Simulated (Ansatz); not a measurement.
Consider the redistribution: `[SiH3][O][AlH][SiH3]` + `CC(O)N[SiH3]` → `[CH3][AlH][O][SiH3]` + `OC([SiH3])N[SiH3]`.

Calculated with Ansatz (gas phase, PBE0-D4/def2-TZVP geometries, no zero-point term in ΔE). CCSD(T)/CBS adds triple-zeta CCSD(T) − MP2 to the extrapolated MP2 energy (def2 sets, frozen cores). Functionals use def2-TZVPP. Each species was taken in one conformer, which may not be the lowest.

`[SiH3][O][AlH][SiH3]`:

```xyz
11

Si    0.064   -1.265   -2.040
O    -0.628   -0.162   -1.067
Al   -0.985    0.889    0.202
Si    0.509    0.898    2.146
H     1.367   -1.719   -1.479
H    -0.830   -2.444   -2.182
H     0.303   -0.674   -3.383
H    -2.281    1.785    0.044
H     1.837    0.297    1.838
H     0.736    2.281    2.656
H    -0.092    0.114    3.264
```

`CC(O)N[SiH3]`:

```xyz
14

C    -1.457    0.862   -1.010
C    -0.081    0.358   -0.642
O     0.816    1.418   -0.924
N    -0.015   -0.085    0.722
Si    0.945   -1.393    1.286
H    -2.196    0.071   -0.879
H    -1.723    1.706   -0.368
H    -1.473    1.204   -2.045
H     0.170   -0.511   -1.270
H     1.692    1.149   -0.633
H    -0.351    0.601    1.381
H     0.631   -2.615    0.498
H     2.420   -1.173    1.163
H     0.623   -1.592    2.721
```

`[CH3][AlH][O][SiH3]`:

Cartesian coordinates in Å:
```
C 0.318 1.858 1.151
Al -0.982 0.574 0.491
O -0.463 -0.751 -0.417
Si 0.298 -1.900 -1.270
H 1.243 1.849 0.571
H 0.584 1.629 2.190
H -0.083 2.876 1.149
H -2.537 0.669 0.764
H 0.345 -3.168 -0.493
H 1.694 -1.488 -1.585
H -0.418 -2.149 -2.550
```

`OC([SiH3])N[SiH3]`:

Z-matrix (Å, degrees):
```
C
Si 1 1.905
N 1 1.439 2 111.9
O 1 1.414 2 106.8 3 -123.2
H 1 1.102 2 108.8 3 117.8
H 2 1.488 1 107.7 3 52.8
H 2 1.487 1 108.0 3 -64.9
H 2 1.485 1 112.4 3 174.2
Si 3 1.723 1 124.3 2 112.7
H 3 1.010 1 114.1 2 -50.4
H 4 0.964 1 107.4 2 171.8
H 9 1.491 3 114.7 1 -71.9
H 9 1.485 3 107.4 1 167.8
H 9 1.487 3 108.1 1 47.7
```

CCSD(T)/CBS gives +0.3 kcal/mol.

(1) Another level gave -0.5 kcal/mol. Which?
A. CCSD(T)/def2-TZVPP
B. ωB97M-V/def2-TZVPP
C. B2PLYP/def2-TZVPP
D. PBE0/def2-TZVPP

Largest T1 diagnostic among the species: 0.013.

## Answers

(1) C. B2PLYP -0.5, PBE0 2.2, ωB97M-V -1.7, CCSD(T)/def2-TZVPP 0.9 kcal/mol.

In def2-TZVPP, CCSD(T) changes the Hartree–Fock value by −0.8 kcal/mol (the triples alone add −0.2 kcal/mol) and MP2 by −2.9 kcal/mol.
